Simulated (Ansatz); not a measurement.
Born–Oppenheimer molecular dynamics of C₂H₈BClO (13 atoms, charge 0, multiplicity 1). It starts at the highest image of a converged band. Of that band: The profile has 2 maxima (images 3, 5) with wells between them (image 4): this band takes more than one step, which may be the mechanism or a detour left from its start path. A vibrational analysis at the climbing image gives one clearly imaginary mode, 910i cm⁻¹: a first-order saddle point.

All numbers below come from RKS BHLYP-D4/def2-SVP in Ansatz 0.2.0.

```yaml
ensemble: NVE (velocity Verlet)
time_step: 0.5 fs
steps_asked: 200
starting_velocities_drawn_for: 300 K
seed: 4791
```

First frame:

```xyz
13
Properties=species:S:1:pos:R:3
B -0.004 0.189 -0.037
O 0.080 -0.157 1.424
H -0.739 -0.537 1.749
C 1.386 0.258 -0.737
H 1.675 -0.763 -1.023
H 1.349 0.855 -1.650
H 2.169 0.656 -0.088
C -1.360 -0.164 -0.730
H -2.236 0.032 -0.105
H -1.483 0.391 -1.663
H -1.359 -1.231 -0.991
Cl -0.256 2.389 0.920
H 0.017 0.967 1.635
```

(1) How far do the bonds stretch over the last three quarters of this one trajectory? (Pairs bonded in most of those frames.)

Results:

(1) 
```
    bond  mean (Å)  spread (Å)  shortest  longest
   B1–O2     1.363       0.036      1.30     1.42
   B1–C4     1.579       0.015      1.55     1.62
   B1–C8     1.584       0.024      1.54     1.63
   O2–H3     0.954       0.011      0.94     0.97
   C4–H5     1.101       0.042      1.03     1.17
   C4–H6     1.094       0.006      1.08     1.11
   C4–H7     1.097       0.031      1.05     1.15
   C8–H9     1.097       0.022      1.06     1.13
  C8–H10     1.097       0.017      1.07     1.12
  C8–H11     1.100       0.020      1.07     1.13
Cl12–H13     1.287       0.041      1.23     1.35
```

Mean temperature of the second half: 667 K. The conserved energy stayed within 0.28 meV per atom of its start (net change 0.06 meV per atom), so the integration is sound. The kinetic energy rose, since the run started high on the potential surface and went downhill. It ends in pieces (C2H7BO + ClH), so much of that is their flight and rotation, not heat. A run of 0.1 ps of so small a system gives no equilibrium averages. The orbitals stay closed-shell, which can raise the energy where a bond breaks towards radicals; this wasn't checked here.

Run time: 9.2 min on 4 threads of Arm Neoverse N1, on a shared host, peak memory 0.27 GiB.
